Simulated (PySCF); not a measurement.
# NMR data sheet: C$_{5}$H$_{8}$ClF$_{3}$Si

| Quantity | Value |
| --- | --- |
| Formula | C5H8ClF3Si |
| SMILES | C/C=C(\CCl)[SiH2]C(F)(F)F |
| Degrees of unsaturation | 1 |
| Carbon signals | 5 |
| Proton signals | 4 |

Atom-mapped SMILES (the numbers label the heavy atoms): `[CH3:1]/[CH:2]=[C:3](\[CH2:4][Cl:5])[SiH2:6][C:7]([F:8])([F:9])[F:10]` (H(Xn): hydrogen on atom n).

How the numbers were obtained: geometry: GFN2-xTB, σ from GIAO-PBE0/pcSseg-1, in PySCF 2.14 (fast rotation and ring inversion assumed for equivalent nuclei, one conformer, relativity neglected, no solvent model).

δ = σ(ref) − σ, references computed at the same level: TMS for ¹H (31.72 ppm), ¹³C (186.93 ppm), ²⁹Si (349.16 ppm); CFCl3 for ¹⁹F (170.95 ppm).

```tsv
carbon	δC, type	δH (multiplicity)	HMBC from (2–3 bonds)	span of the C tensor (ppm)
C1	18.8, CH3	1.85 (d)	H(C2)	33
C2	152.1, CH	6.67 (q)	H(Si6), H(C4), H(C1)	244
C3	136.0, C	–	H(C2), H(Si6), H(C4), H(C1)	169
C4	52.3, CH2	4.60 (s)	H(C2), H(Si6)	55
C7	140.0, C	–	H(Si6)	13
```

Other nuclei:
```tsv
atoms	nucleus	environment	δ (ppm)	σ (ppm)
H(Si6)	¹H	hydrogen on a silicon bonded to 2 C	4.87	26.85
F8/F9/F10	¹⁹F	fluorine of a CF3 group	-74.3	245.3
Si6	²⁹Si	silicon bonded to 2 C, 2 H	-65.3	414.5
```

- Carbon types of the structure: 2 × C, 1 × CH, 1 × CH2, 1 × CH3, leaving 2 H on heteroatoms.
- δC 152.1: alkene CH; as expected for a trigonal carbon in a double bond.
- δC 140.0: CF3 carbon; 3 electronegative neighbours deshield it.
- δC 136.0: fully substituted alkene carbon; the olefinic region.
- δH 4.60: hydrogen on an allylic sp3 CH2 bonded to Cl; its carbon carries Cl, which withdraws density.
- δH 1.85: hydrogen on an allylic methyl carbon; allylic position.

Carbons that carry Cl, above all several Cl atoms, come out too deshielded, partly because spin–orbit coupling is missing. Splittings by ¹⁹F in the carbon and heteronuclear signals aren't shown, as no couplings were computed. Shifts are as computed. Against solution values, carbons near 30 ppm lie about +3 ppm off and those near 130 ppm about +5 ppm; carbons on Cl a further +6 ppm. Of 1309 compounds with measured shifts, 239 miss one by over three times the rms of a fit or turn the order of signals round; such compounds aren't used in these exercises. Unscaled 19F shifts against computed CFCl3 carry errors that often reach 10 to 50 ppm. No couplings were computed; multiplicities are counted from neighbouring protons, with m where these are inequivalent, close in shift, in a saturated or five-membered ring or joined by F or P, and br s for small geminal =CH2 splittings.
